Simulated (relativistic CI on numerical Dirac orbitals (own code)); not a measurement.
**Slater and spin-orbit integrals, Br XXVIII**

These numbers are calculated, not measured: Dirac-Coulomb-Breit CI, orbitals from a KLI potential per configuration, a model potential for QED, unscaled Slater integrals (own radial code, finite nucleus).

Slater integrals F^k, G^k are unscaled and averaged over j, outside the closed core 1s2; ζ comes from projecting the Hamiltonian with its Breit term on Σ l·s of the shell.

- 2s2 2p4: F^2(2p,2p) = 605580, ζ(2p) = 269790 cm⁻¹; <r>(2p) = 0.1572, <r^2>(2p) = 0.02995 (bohr units).
- 2s 2p5: G^1(2s,2p) = 651810, ζ(2p) = 267920 cm⁻¹; <r>(2s) = 0.182, <r^2>(2s) = 0.0389, <r>(2p) = 0.1576, <r^2>(2p) = 0.03011 (bohr units).
- 2p5 3s: ζ(2p) = 273060, G^1(2p,3s) = 62211 cm⁻¹; <r>(2p) = 0.1565, <r^2>(2p) = 0.02969, <r>(3s) = 0.4335, <r^2>(3s) = 0.2135 (bohr units).

Averages of the first 10 configurations, taken without configuration mixing, which lowers the lowest level and can move excited configurations by several eV; other configurations of the list can lie among them:

| Configuration | Parity | States | Average energy above the lowest level (eV) |
| --- | --- | --- | --- |
| 2s2 2p4 | even | 15 | 38.5 |
| 2s 2p5 | odd | 12 | 227.6 |
| 2p6 | even | 1 | 442.7 |
| 2p5 3s | odd | 12 | 2114.9 |
| 2p5 3p | even | 36 | 2165.0 |
| 2p5 3d | odd | 60 | 2222.7 |
| 2s2 2p3 3s | odd | 40 | 1744.5 |
| 2s2 2p3 3p | even | 120 | 1798.5 |
| 2s2 2p3 3d | odd | 200 | 1856.7 |
| 2s 2p4 3s | even | 60 | 1916.5 |
